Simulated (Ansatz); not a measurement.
```yaml
crystal:
  periodic: [false, false, false]
  atoms:
    - {symbol: F, position_ang: [-1.311020, 1.427947, 1.124687]}
    - {symbol: B, position_ang: [-0.392259, 0.471782, 0.912611]}
    - {symbol: O, position_ang: [-0.913260, -0.610435, -0.067045]}
    - {symbol: B, position_ang: [0.311728, -0.388315, -0.990314]}
    - {symbol: F, position_ang: [-0.064092, -0.095491, -2.245848]}
    - {symbol: O, position_ang: [0.626162, 0.893193, -0.177156]}
    - {symbol: H, position_ang: [0.139680, -0.001681, 1.883938]}
    - {symbol: H, position_ang: [-1.001738, -1.493224, 0.299232]}
    - {symbol: H, position_ang: [1.152907, -1.239596, -0.854890]}
    - {symbol: H, position_ang: [1.534992, 0.984521, 0.117785]}
basis:
  gaussian: {orbitals: cc-pVTZ, fitting: {mean_field: cc-pVTZ-jkfit}, nuclear_model: gaussian}
hamiltonian: {xc: {name: RPBE}}
accuracy: high
output: {forces: true}
```

```sh
$ ansatz run in.yaml --threads 4 --pin off --events-out ev --progress --plain --max-ram 10444MiB
```

Output, abridged:

```
Functional definition: RPBE
  name "RPBE"
  cite "Hammer, Hansen & Nørskov, Phys. Rev. B 59, 7413 (1999) doi:10.1103/PhysRevB.59.7413"
  cite "Perdew, Burke & Ernzerhof, Phys. Rev. Lett. 77, 3865 (1996) doi:10.1103/PhysRevLett.77.3865"
  parameter kappa = 0.804
  parameter beta = 0.06672455060314922
  exchange = rpbe_x(kappa = kappa, mu = beta*pi^2/3)
  correlation = pbe_c(beta = beta)
594 factors; integrals over basis functions are off by at most 8.2e-1 eV
mean field evaluation 1: about -10946.3896 eV, gradient 7.3e1 eV
mean field evaluation 2: about -10929.1594 eV, gradient 1.3e2 eV
mean field evaluation 4: about -10954.3369 eV, gradient 4.6e0 eV
mean field evaluation 8: about -10954.3634 eV, gradient 1.0e-1 eV
mean field evaluation 16: about -10954.3635 eV, gradient 4.5e-6 eV
mean field -10954.36345742 eV, -402.5654319260 hartree, gradient 3.6e-8 eV, S^2 0.000000; 0 other end points of the search recorded, 0 dependent functions left out
the calculation of the forces begins
reference -10954.36346159 eV, -402.5654320790 hartree; 24, 24 occupied and 212, 212 virtual orbitals, 594 factors
Total energy: -10954.36346159 eV, -402.5654320790 hartree
Atom 0 at    -1.311020     1.427947     1.124687 Å, force    -0.573015     0.599886     0.180830 eV/Å
Atom 1 at    -0.392259     0.471782     0.912611 Å, force     0.256492    -0.227840     0.474200 eV/Å
Atom 2 at    -0.913260    -0.610435    -0.067045 Å, force    -0.641343    -0.125241    -0.180657 eV/Å
Atom 3 at     0.311728    -0.388315    -0.990314 Å, force     0.408940    -0.414094     0.062121 eV/Å
Atom 4 at    -0.064092    -0.095491    -2.245848 Å, force    -0.206718     0.152361    -0.809298 eV/Å
Atom 5 at     0.626162     0.893193    -0.177156 Å, force     0.125039     0.623356    -0.235491 eV/Å
Atom 6 at     0.139680    -0.001681     1.883938 Å, force     0.090254    -0.080347     0.164954 eV/Å
Atom 7 at    -1.001738    -1.493224     0.299232 Å, force    -0.016052    -0.401592     0.175576 eV/Å
Atom 8 at     1.152907    -1.239596    -0.854890 Å, force     0.142801    -0.144547     0.022914 eV/Å
Atom 9 at     1.534992     0.984521     0.117785 Å, force     0.413601     0.018058     0.144849 eV/Å
Dipole moment:     0.395196    -0.381281     0.318537 e Å
```

It took 3.4 s on 4 threads of an Arm Neoverse V2 on a shared host, with 0.46 GiB of host memory at the peak.
